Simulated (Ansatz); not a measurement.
Cost and result up the ladder for Cu₄Se₂ (the lowest singlet isomer of a short search) (6 atoms). Total charge 0; singlet. Geometry: B3LYP-D4/def2-SVP.

```xyz
6

Cu    0.6269   -1.0495   -0.5714
Cu   -1.7156   -0.0784   -0.7199
Cu    0.1200    0.3048    1.3109
Cu    0.1384    1.6514   -0.8423
Se   -1.2776   -1.6320    0.8898
Se    2.1078    0.8037   -0.0671
```

Ansatz on 4 threads of AMD EPYC 9R45 on a shared host. Times are rough, and most runs start from the orbitals of an earlier one. r2SCAN0-D4/def2-TZVPD serves as the yardstick here, not as an exact answer. Differences are given only for rows in sets of like size (and for xTB, whose basis is part of the method), since another set adds its own error. Binding counts from free atoms at the same level (Cu doublet, Se triplet; other spins of the atoms weren't run), without zero-point energy or a counterpoise term.

The 6-31G sets use Cartesian d functions. B3LYP takes the VWN-RPA correlation. Correlated methods freeze 54 core orbitals; core or outer-core shells of Se are correlated, in sets that lack core-valence functions. Another isomer (singlet) lies 0.02 eV lower at PBE0-D4/def2-TZVP; other spin states weren't run for this one.

Correlated methods converge slowly with the basis.

| level | functions | wall time | binding energy per atom (eV) | difference from r2SCAN0-D4/def2-TZVPD (eV) | remarks |
| --- | --- | --- | --- | --- | --- |
| PBE-D4/def2-SVP | 188 | 1.5 s | 2.87 | – | restricted, untested |
| HF/6-31G | 174 | 2 s | 1.82 | – | – |
| PBE-D4/def2-TZVP | 276 | 2.3 s | 2.47 | 0.21 | restricted, untested |
| PBE-D4/def2-TZVPD | 306 | 3.1 s | 2.48 | 0.22 | restricted, untested |
| B3LYP-D4/6-31G | 174 | 3.7 s | 2.87 | – | – |
| r2SCAN-D4/def2-TZVP (with forces) | 276 | 6.5 s | 2.49 | 0.23 | restricted, untested |
| PBE0-D4/def2-TZVP | 276 | 6.5 s | 2.26 | 0.00 | – |
| RPA@PBE/def2-TZVP | 276 | 7 s | 1.98 | -0.28 | – |
| PBE0-D4/def2-TZVPD | 306 | 7.5 s | 2.26 | 0.00 | – |
| MP2/def2-TZVP | 276 | 7.5 s | 2.28 | 0.02 | test for broken spin undecided |
| r2SCANh-D4/def2-TZVP | 276 | 8 s | 2.39 | 0.13 | – |
| r2SCAN0-D4/def2-TZVP | 276 | 8.5 s | 2.26 | 0.00 | – |
| PBE-QIDH/def2-TZVP | 276 | 10 s | 2.23 | -0.03 | test for broken spin undecided |
| r2SCAN0-D4/def2-TZVPD | 306 | 11 s | 2.26 | 0.00 | – |
